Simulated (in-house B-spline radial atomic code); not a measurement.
Results of a calculation; reference values are marked as such.
**Work functions and surface energies across electron densities: Be, Ga, Sn, Zn, Cd, Au, Ag, K, Rb**

The positive ions are smeared into a uniform slab; the electrons are solved self-consistently in the LDA (PW92) on a fine grid across the film. Stabilised jellium adds, inside the slab, the constant potential −n de/dn that makes the bulk stable at the metal's density. No lattice, so no dependence on crystal face. Atomic units unless named.

Thick-film averages; measured work functions from the table in Wikipedia's article on work functions.

| metal | r_s (bohr) | Φ jellium (eV) | Φ stabilised (eV) | Φ measured (eV) | σ jellium (J/m²) | σ stabilised (J/m²) |
| --- | --- | --- | --- | --- | --- | --- |
| Be | 1.87 | 3.82 | 4.39 | 4.98 | -1.561 | 1.090 |
| Ga | 2.19 | 3.73 | 4.17 | 4.32 | -0.294 | 0.825 |
| Sn | 2.22 | 3.72 | 4.15 | 4.42 | -0.235 | 0.802 |
| Zn | 2.31 | 3.68 | 4.08 | 3.63 to 4.9 | -0.091 | 0.736 |
| Cd | 2.59 | 3.56 | 3.86 | 4.08 | 0.143 | 0.562 |
| Au | 3.01 | 3.35 | 3.54 | 5.10 to 5.47 | 0.225 | 0.381 |
| Ag | 3.02 | 3.35 | 3.53 | 4.26 to 4.74 | 0.225 | 0.378 |
| K | 4.9 | 2.57 | 2.51 | 2.29 | 0.103 | 0.092 |
| Rb | 5.31 | 2.44 | 2.36 | 2.261 | 0.083 | 0.072 |

(1) Where do the two models part, and which lies nearer to measurement?

Answers

(1) They differ by +0.57 eV for Be and -0.08 eV for Rb; the stabilising potential vanishes near r_s = 4.2, where jellium is in equilibrium. Against the middle of the measured ranges the mean absolute misses are 0.79 eV (jellium) and 0.50 eV (stabilised). The largest miss of the stabilised model is -1.74 eV, for Au, a noble metal whose d shell the model lacks. Plain jellium has a negative surface energy for Be, Ga, Sn, Zn.
